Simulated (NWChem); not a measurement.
System: C2H3NO2Si; SMILES C1(=O)C=N[SiH2]O1

Here is an NWChem input.

```
start job
memory heap 200 mb stack 900 mb global 1100 mb
geometry units angstroms noautosym nocenter noautoz
  O     -0.213527     2.311254     0.000000
  C     -0.069504     1.127381     0.000000
  C      1.269224     0.391941     0.000000
  N      1.274514    -0.878852     0.000000
  Si    -0.433632    -1.362382     0.000000
  O     -1.073677     0.224210     0.000000
  H      2.184172     1.006548     0.000000
  H     -0.823897    -2.085592     1.233012
  H     -0.823897    -2.085592    -1.233012
end
basis spherical
  * library def2-svp
end
dft
  xc b3lyp
  iterations 150
  mulliken
end
task dft energy
esp
  recalculate
  probe 0.07
  range 0.3
  factor 1.0
  spacing 0.02
end
task esp
```

Parts of the log:

```
             Northwest Computational Chemistry Package (NWChem) 7.3.0
             --------------------------------------------------------

                             Geometry "geometry" -> ""
                             -------------------------

 Output coordinates in angstroms (scale by  1.889725989 to convert to a.u.)

  No.       Tag          Charge          X              Y              Z
 ---- ---------------- ---------- -------------- -------------- --------------
    1 O                    8.0000    -0.21352700     2.31125400     0.00000000
    2 C                    6.0000    -0.06950400     1.12738100     0.00000000
    3 C                    6.0000     1.26922400     0.39194100     0.00000000
    4 N                    7.0000     1.27451400    -0.87885200     0.00000000
    5 Si                  14.0000    -0.43363200    -1.36238200     0.00000000
    6 O                    8.0000    -1.07367700     0.22421000     0.00000000
    7 H                    1.0000     2.18417200     1.00654800     0.00000000
    8 H                    1.0000    -0.82389700    -2.08559200     1.23301200
    9 H                    1.0000    -0.82389700    -2.08559200    -1.23301200

 Effective nuclear repulsion energy (a.u.)     284.0439026592

                                 NWChem DFT Module
                                 -----------------

 Summary of "ao basis" -> "ao basis" (spherical)
 ------------------------------------------------------------------------------
       Tag                 Description            Shells   Functions and Types
 ---------------- ------------------------------  ------  ---------------------
 O                          def2-svp                 6       14   3s2p1d
 C                          def2-svp                 6       14   3s2p1d
 N                          def2-svp                 6       14   3s2p1d
 Si                         def2-svp                 8       18   4s3p1d
 H                          def2-svp                 3        5   2s1p

            General Information
            -------------------
          SCF calculation type: DFT
          Wavefunction type:  closed shell.
          No. of atoms     :     9
          No. of electrons :    52
           Alpha electrons :    26
            Beta electrons :    26
          Charge           :     0
          Spin multiplicity:     1
          Use of symmetry is: off; symmetry adaption is: off
          Maximum number of iterations: 150
          AO basis - number of functions:   103
                     number of shells:    47
          Convergence on energy requested:  1.00D-06
          Convergence on density requested:  1.00D-05
          Convergence on gradient requested:  5.00D-04

              XC Information
              --------------
                         B3LYP Method XC Potential
                     Hartree-Fock (Exact) Exchange  0.200
                        Slater Exchange Functional  0.800 local
                    Becke 1988 Exchange Functional  0.720 non-local
              Lee-Yang-Parr Correlation Functional  0.810
                  VWN I RPA Correlation Functional  0.190 local

             Grid Information
             ----------------
          Grid used for XC integration:  medium
          Radial quadrature: Mura-Knowles
          Angular quadrature: Lebedev.
          Tag              B.-S. Rad. Rad. Pts. Rad. Cut. Ang. Pts.
          ---              ---------- --------- --------- ---------
          O                   0.60       49          12.0       434
          C                   0.70       49          10.0       434
          N                   0.65       49           8.0       434
          Si                  1.10       88          10.0       590
          H                   0.35       45          11.0       434
          Grid pruning is: on
          Number of quadrature shells:   468
          Spatial weights used:  Erf1

      Superposition of Atomic Density Guess
      -------------------------------------

 Sum of atomic energies:        -569.11249176

      Non-variational initial energy
      ------------------------------

 Total energy =    -571.966367
 1-e energy   =   -1347.698596
 2-e energy   =     491.688326
 HOMO         =      -0.300903
 LUMO         =      -0.082548

     ---------------------------------------------
      Total Density - Mulliken Population Analysis
     ---------------------------------------------

    Atom       Charge   Shell Charges
 -----------   ------   -------------------------------------------------------
    1 O    8     8.70   1.99  1.13  0.66  3.07  1.83  0.01
    2 C    6     5.09   1.99  0.90  0.17  1.46  0.44  0.12
    3 C    6     5.72   1.99  0.96  0.29  1.72  0.70  0.06
    4 N    7     7.67   1.99  1.10  0.56  2.44  1.56  0.02
    5 Si  14    13.00   2.00  1.99  0.94  0.22  5.93  0.97  0.70  0.24
    6 O    8     8.71   1.99  1.10  0.69  3.00  1.92  0.01
    7 H    1     0.94   0.69  0.23  0.02
    8 H    1     1.08   0.70  0.38  0.01
    9 H    1     1.08   0.70  0.38  0.01

   convergence    iter        energy       DeltaE   RMS-Dens  Diis-err
 ---------------- ----- ----------------- --------- --------- ---------
 d= 0,ls=0.0,diis     1   -572.2728768549 -8.56D+02  2.15D-02  1.52D+00
 d= 0,ls=0.0,diis     2   -571.8495369481  4.23D-01  1.43D-02  6.13D+00
 d= 0,ls=0.0,diis     3   -572.4456925690 -5.96D-01  3.16D-03  1.12D-01
 d= 0,ls=0.0,diis     4   -572.4493809832 -3.69D-03  1.56D-03  7.78D-02
 d= 0,ls=0.0,diis     5   -572.4564352321 -7.05D-03  4.10D-04  2.49D-03
  Resetting Diis
 d= 0,ls=0.0,diis     6   -572.4566727550 -2.38D-04  1.39D-04  4.78D-04
 d= 0,ls=0.0,diis     7   -572.4567223584 -4.96D-05  1.03D-04  3.23D-05
 d= 0,ls=0.0,diis     8   -572.4567127293  9.63D-06  6.55D-05  1.20D-04
 d= 0,ls=0.0,diis     9   -572.4567258555 -1.31D-05  8.84D-06  1.42D-06
 d= 0,ls=0.0,diis    10   -572.4567260120 -1.56D-07  1.92D-06  8.00D-08

         Total DFT energy =     -572.456726011956
      One electron energy =    -1350.315840032380
           Coulomb energy =      550.829261926778
    Exchange-Corr. energy =      -57.014050565578
 Nuclear repulsion energy =      284.043902659225

 Numeric. integr. density =       52.000006739255

                       DFT Final Molecular Orbital Analysis
                       ------------------------------------

 Vector   24  Occ=2.000000D+00  E=-3.336950D-01
              MO Center= -5.3D-01,  3.3D-01,  6.7D-08, r^2= 4.2D+00
   Bfn.  Coefficient  Atom+Function         Bfn.  Coefficient  Atom+Function
  ----- ------------  ---------------      ----- ------------  ---------------
     6      0.381664  1 O  pz                80     -0.377676  6 O  pz
    83     -0.287273  6 O  pz                 9      0.267605  1 O  pz
    94      0.192946  8 H  s                 99     -0.192946  9 H  s
    95      0.178753  8 H  s                100     -0.178753  9 H  s
    66      0.119192  5 Si pz                48      0.115058  4 N  pz

 Vector   25  Occ=2.000000D+00  E=-3.327780D-01
              MO Center=  4.5D-01,  6.8D-01, -6.1D-08, r^2= 3.9D+00
   Bfn.  Coefficient  Atom+Function         Bfn.  Coefficient  Atom+Function
  ----- ------------  ---------------      ----- ------------  ---------------
     4      0.429716  1 O  px                46     -0.344973  4 N  px
     7      0.270025  1 O  px                49      0.213758  4 N  px
    21      0.192921  2 C  px                31     -0.188126  3 C  s
    78      0.163935  6 O  px                44      0.139247  4 N  s
    81      0.131554  6 O  px                30     -0.126620  3 C  s

[...]

                     NWChem Electrostatic Potential Fit Module
                     -----------------------------------------

 Atom parameters

 Number of atoms is                                    9
 Number of basis functions is                        103

 Grid parameters

 Maximum number of grid points is                  38206
 Number of grid points is                          38205
 Grid range                                     0.300000 nm
 Grid spacing                                   0.020000 nm
 Probe radius                                   0.070000 nm
 Atom radius factor                             1.000000

 Atomic radii

    1    0.100000
    6    0.147000
    7    0.140000
    8    0.136000
   14    0.187000
 FASTESP  F
  using M.O. file = ./job.movecs

    Atom              Coordinates                           Charge

                                                  ESP

    1 O    -0.021353    0.231125    0.000000   -0.495680
    2 C    -0.006950    0.112738    0.000000    0.666269
    3 C     0.126922    0.039194    0.000000    0.208525
    4 N     0.127451   -0.087885    0.000000   -0.551129
    5 Si   -0.043363   -0.136238    0.000000    0.880424
    6 O    -0.107368    0.022421    0.000000   -0.495759
    7 H     0.218417    0.100655    0.000000    0.039461
    8 H    -0.082390   -0.208559    0.123301   -0.126391
    9 H    -0.082390   -0.208559   -0.123301   -0.125721
                                            ------------
                                               -0.000000

 Dipole moment                                  1.090988

 Quadrupole moment Qxx                          0.472221
                   Qyy                         -7.116464
                   Qzz                          6.644244

 RMS deviation kJ/mol                           0.066363

 RRMS %                                        24.110486
```

Level: B3LYP/def2-SVP. The geometry was optimised at PBE0/def2-SVP.
